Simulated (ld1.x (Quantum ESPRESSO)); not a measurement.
**u(r) = r·R(r): atom against pseudo-atom (Sm (Z = 62))**

Columns: radius, all-electron u(r) and pseudo u(r) of the 6s shell (level -5.19 eV) of samarium in the configuration [Xe] 4f5 5d1 6s1.75 6p0; PBE, scalar-relativistic, TM scheme, ld1.x (Quantum ESPRESSO) 7.5.

```
r (bohr)  all-electron   pseudo
   0.210        0.1069  -0.0707
   0.420       -0.1603  -0.1272
   0.630       -0.0412  -0.1597
   0.840        0.1760  -0.1675
   1.050        0.2681  -0.1599
   1.260        0.2342  -0.1504
   1.470        0.1263  -0.1502
   1.680       -0.0101  -0.1679
   1.890       -0.1462  -0.2107
   2.100       -0.2669  -0.2813
   2.310       -0.3663  -0.3670
   2.520       -0.4434  -0.4434
   2.730       -0.4997  -0.4997
   2.940       -0.5379  -0.5379
   3.150       -0.5608  -0.5608
   3.360       -0.5708  -0.5708
   3.570       -0.5703  -0.5703
   3.780       -0.5612  -0.5612
   3.990       -0.5454  -0.5454
   4.200       -0.5245  -0.5245
   4.410       -0.4997  -0.4997
   4.620       -0.4723  -0.4723
   4.830       -0.4435  -0.4435
   5.040       -0.4140  -0.4140
   5.250       -0.3845  -0.3845
   5.460       -0.3557  -0.3557
```

Problem. How many radial nodes do the two functions have?

Solution. The all-electron 6s function has n − l − 1 = 5 (the table is too coarse to show those close to the nucleus); the pseudo-wave has 0, since the states of the same l below it are removed with the core.

Problem. At about which radius was the pseudo-wave matched?

Solution. 2.50 bohr, where the columns begin to agree (steps of 0.21 bohr).

Problem. Where does each function peak?

Solution. Outermost all-electron maximum near 3.36 bohr, pseudo maximum near 3.36 bohr (to the table’s step).

Problem. Is the pseudo-wave norm-conserving?

Solution. Yes: the TM scheme keeps the norm inside the radius equal to the all-electron one, which fixes the energy derivative of the logarithmic derivative at the level.
